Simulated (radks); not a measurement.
Q: Species: Pm VI. Configuration: [Kr] 4d10 4f3 5s2 5p5. Calculated with a radial shooting solver on a logarithmic mesh with Libxc functionals: Dirac Kohn-Sham, PBE, spin-unpolarised, spherical densities, point nucleus; open shells are shared between the two j in proportion to 2j + 1. Some entries of the table are withheld. Estimate them.

orbital     occ.  eigenvalue (eV)  <r> (bohr)
1s1/2          2        -45048.99     0.02318
2s1/2          2        -7378.746     0.09845
2p1/2          2        -6990.430         (1)
2p3/2          4        -6430.271         (2)
3s1/2          2        -1664.400      0.2601
3p1/2          2        -1498.071      0.2498
3p3/2          4        -1385.454      0.2624
3d3/2          4        -1096.585      0.2339
3d5/2          6        -1072.195      0.2379
4s1/2          2        -385.6358      0.5905
4p1/2          2        -322.1911      0.6049
4p3/2          4        -297.2875      0.6326
4d3/2          4        -192.7556      0.6735
4d5/2          6        -188.2675      0.6831
5s1/2          2         -99.5349       1.351
5p1/2    1.66667         -80.6412         (3)
5p3/2    3.33333         -76.3442         (4)
4f5/2    1.28571         -66.8611      0.8516
4f7/2    1.71429         -66.2627      0.8582

A: 
(1) 2p1/2 <r> (bohr): 0.08245
(2) 2p3/2 <r> (bohr): 0.08897
(3) 5p1/2 <r> (bohr): 1.470
(4) 5p3/2 <r> (bohr): 1.534
